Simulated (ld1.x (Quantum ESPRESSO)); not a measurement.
# Pseudopotential generation for Sb (Z = 51): TM semilocal, BP86, scalar-relativistic.

```
Element                 : antimony
Generator               : ld1.x (Quantum ESPRESSO) 7.5
Type                    : norm-conserving Troullier–Martins (semilocal form)
Functional              : BP86
Relativity              : scalar-relativistic
Frozen core             : [Kr]
Valence charge          : 15
Reference configuration : 4d10 5s2 5p2.5 (charge +0.5)
Partial waves           : 5s (bound): rc 1.95 bohr; 5p (bound): rc 2.45 bohr; 4d (bound): rc 1.05 bohr
Local potential         : the d channel
Core correction         : a·sin(br)/r model core inside 1.05 bohr
```

All-electron outer shells of the reference configuration (BP86, scalar-relativistic, ld1.x):

```csv
shell,level (eV),outermost node (bohr),outermost maximum (bohr)
4s,-152.99,0.39,0.73
4p,-105.93,0.39,0.76
4d,-37.64,0.38,0.84
5s,-16.75,0.95,1.88
5p,-8.42,1.04,2.29
```

(1) Estimate the cutoffs (Ry, on a coarse ladder) from which the occupation-weighted sum of valence levels, in a spherical-Bessel basis at the reference potential, stays within 10 and 1 mRy of its value at 400 Ry.

(2) Which valence shell sets the plane-wave cutoff?

(3) Tests: 4d10 5s2 5p3; 4d10 5s2 5p2; 4d10 5s2 5p1; 4d9 5s2 5p3; 4d10 5s2 5p0; 4d10 5s1 5p4; 4d10 5s0 5p5. Which has the largest error in its energy relative to the reference configuration, and how large is it?

## Answers

(1) 110 Ry and 160 Ry.

(2) 4d: its level needs 110 Ry to come within 1 mRy, against 30 Ry for 5s.

(3) 4d9 5s2 5p3, with -239 meV (all-electron minus pseudo) on +37.48 eV.
